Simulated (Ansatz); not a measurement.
[SnH5]- (SnH₅⁻) was relaxed with PBE0-D4 (def2-TZVPD) in Ansatz in these states: charge -1 singlet, neutral doublet. The geometries follow in no particular order.

In the def2 sets Sn takes a core potential; there is no spin–orbit coupling.

A:

```xyz
6

Sn    0.388   -0.423   -0.097
H    -1.941    2.119    0.484
H     1.508   -1.676   -0.382
H     0.745    0.330    1.389
H     0.486    0.723   -1.353
H    -1.186   -1.072   -0.041
```

B:

```xyz
6

Sn    0.000    0.000    0.000
H    -1.694   -0.684   -0.428
H     1.694    0.685    0.428
H    -0.265   -0.406    1.699
H    -0.484    1.584   -0.617
H     0.749   -1.178   -1.083
```

**Question.** Judge from the bond lengths which geometry belongs to which state (an estimate).

**Answer.** A is the neutral doublet (Sn1–H2 3.496 Å, Sn1–H3 1.704 Å, Sn1–H4 1.704 Å); B is the charge -1 singlet (Sn1–H2 1.876 Å, Sn1–H3 1.876 Å, Sn1–H4 1.767 Å).

The neutral doublet has come apart into loosely held pieces.
